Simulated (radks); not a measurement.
Values are calculated unless marked as measured or tabulated.
Ionisation of neutral chromium, [Ar] 3d5 4s1, to Cr+, [Ar] 3d5, under several functionals. Scalar-relativistic Kohn-Sham, spin-polarised, spherical densities, point nucleus; open shells are filled with parallel spins first; a radial shooting solver on a logarithmic mesh with Libxc functionals.

[
 {"functional": "LDA (Slater exchange, VWN5 correlation)", "E(Cr) (hartree)": "-1048.67813", "Exc (hartree)": "-46.77181", "IE (eV)": "7.598", "-e(HOMO) (eV)": "3.890", "<r> HOMO (bohr)": "1.472", "IE error (eV)": "+0.832"},
 {"functional": "AM05", "E(Cr) (hartree)": "-1048.83534", "Exc (hartree)": "-46.93287", "IE (eV)": "7.390", "-e(HOMO) (eV)": "3.741", "<r> HOMO (bohr)": "1.474", "IE error (eV)": "+0.623"},
 {"functional": "Wu-Cohen GGA", "E(Cr) (hartree)": "-1050.35006", "Exc (hartree)": "-48.48119", "IE (eV)": "7.437", "-e(HOMO) (eV)": "3.760", "<r> HOMO (bohr)": "1.474", "IE error (eV)": "+0.671"},
 {"functional": "LDA (Slater exchange, Perdew-Wang correlation)", "E(Cr) (hartree)": "-1048.66841", "Exc (hartree)": "-46.76153", "IE (eV)": "7.598", "-e(HOMO) (eV)": "3.886", "<r> HOMO (bohr)": "1.473", "IE error (eV)": "+0.832"},
 {"functional": "exchange-only B88", "E(Cr) (hartree)": "-1049.99300", "Exc (hartree)": "-48.09269", "IE (eV)": "7.225", "-e(HOMO) (eV)": "3.262", "<r> HOMO (bohr)": "1.503", "IE error (eV)": "+0.458"},
 {"functional": "exchange-only PBE", "E(Cr) (hartree)": "-1049.74759", "Exc (hartree)": "-47.83815", "IE (eV)": "7.223", "-e(HOMO) (eV)": "3.253", "<r> HOMO (bohr)": "1.504", "IE error (eV)": "+0.457"},
 {"functional": "revPBE", "E(Cr) (hartree)": "-1050.86506", "Exc (hartree)": "-49.00581", "IE (eV)": "7.313", "-e(HOMO) (eV)": "3.677", "<r> HOMO (bohr)": "1.474", "IE error (eV)": "+0.546"},
 {"functional": "PBEsol", "E(Cr) (hartree)": "-1049.65602", "Exc (hartree)": "-47.76881", "IE (eV)": "7.392", "-e(HOMO) (eV)": "3.738", "<r> HOMO (bohr)": "1.474", "IE error (eV)": "+0.626"},
 {"functional": "PW91", "E(Cr) (hartree)": "-1051.02840", "Exc (hartree)": "-49.17414", "IE (eV)": "7.458", "-e(HOMO) (eV)": "3.785", "<r> HOMO (bohr)": "1.473", "IE error (eV)": "+0.692"},
 {"functional": "LDA (Slater exchange, Perdew-Zunger correlation)", "E(Cr) (hartree)": "-1048.65834", "Exc (hartree)": "-46.74894", "IE (eV)": "7.601", "-e(HOMO) (eV)": "3.868", "<r> HOMO (bohr)": "1.475", "IE error (eV)": "+0.835"}
]

NIST Atomic Spectra Database: 6.767 eV (measured). Closest: exchange-only PBE. The Delta-SCF values span 0.38 eV, the total energies 2.37 hartree. The highest occupied level is 3d. Open shells are spherical and high-spin; term and fine-structure splittings are not resolved.
